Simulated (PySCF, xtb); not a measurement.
ReO4, SMILES [O]=[Re-](=[O])(=[O])=[O], charge -1, multiplicity 1.

Harmonic wavenumbers (cm⁻¹) from xtb with GFN2-xTB at its own minimum, in rising order: 258, 258, 258, 275, 275, 786, 820, 820, 820.

What does r2SCAN-D4/def2-SVPD in PySCF give at its own minimum? (An estimate is asked for; the answer gives what the named calculation found.)

322, 322, 322, 330, 330, 923, 923, 923, 969. Paired by order, the mean absolute difference is 88 cm⁻¹ and the zero-point energies are 6.5 and 7.7 kcal/mol.
